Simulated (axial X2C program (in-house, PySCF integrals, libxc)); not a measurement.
# Low determinants of InSe⁻ at the PBE0 level, spin-free

Calculated with an in-house all-electron X2C program for linear molecules (integrals from PySCF). Spin-free means the one-electron spin-free X2C Hamiltonian. Basis: In dyall-acv3z [12s13p10d5f1g], Se dyall-acv3z [9s10p7d5f1g] (cores contracted in-house); Gaussian nuclei, density fitting, unrestricted open shells. Masses: In 114.904 u, Se 79.917 u.

Search at 2.430 Å (vertical energies from the lowest determinant):

```json
{"ΔE (eV)": "0.00", "state": "M_S = 0, Λ = 0", "electrons beyond evenly filled partner blocks": "closed shell", "electrons in σ, π, δ, φ": "36 36 12 0"}
{"ΔE (eV)": "2.14", "state": "M_S = 1, Λ = 1", "electrons beyond evenly filled partner blocks": "σα, π+α", "electrons in σ, π, δ, φ": "35 37 12 0"}
{"ΔE (eV)": "2.36", "state": "M_S = 0, Λ = 1", "electrons beyond evenly filled partner blocks": "σα, π+β", "electrons in σ, π, δ, φ": "35 37 12 0"}
{"ΔE (eV)": "2.64", "state": "M_S = 1, Λ = 2", "electrons beyond evenly filled partner blocks": "2 × π+α, π+β, π-α", "electrons in σ, π, δ, φ": "36 36 12 0"}
{"ΔE (eV)": "2.64", "state": "M_S = 1, Λ = 0", "electrons beyond evenly filled partner blocks": "π+α, π+β, 2 × π-α", "electrons in σ, π, δ, φ": "36 36 12 0"}
{"ΔE (eV)": "2.72", "state": "M_S = 1, Λ = 0", "electrons beyond evenly filled partner blocks": "2 × σα", "electrons in σ, π, δ, φ": "36 36 12 0"}
{"ΔE (eV)": "3.15", "state": "M_S = 1, Λ = 1", "electrons beyond evenly filled partner blocks": "σα, π+α, π+β, π-α", "electrons in σ, π, δ, φ": "37 35 12 0"}
```

Lowest determinant, M_S = 0, Λ = 0 (closed shell): Re = 2.442 Å, ωe = 263.1 cm⁻¹.

The determinant in row 2 of the search, M_S = 1, Λ = 1 (beyond evenly filled blocks: σα, π+α), was followed along the bond at PBE0; measured from the minimum of the lowest determinant it gives:

Te = 2.124 eV (17135 cm⁻¹), Re = 2.496 Å, ωe = 200.6 cm⁻¹.

(1) Compare the bond of the determinant in row 2 with that of the lowest one.

The search compares states at one distance, so a state with another bond length can lie lower; it is not exhaustive and yields mostly the lowest determinant of each block pattern, so other components and higher states of one pattern are missing. These are energies of single determinants, not of spin-adapted states; PBE0 term energies can be off by some tenths of an eV, and the functional has no current term. For an anion, determinants above electron detachment are held by the basis set. Row 2 has a positive highest level at its minimum.

## Answers

(1) At PBE0 its Re is 0.054 Å longer and its force constant, which goes as ωe², is 0.58 times that of the lowest determinant. T0 ≈ Te + Δωe/2 = 17135 + (-31) = 17104 cm⁻¹.
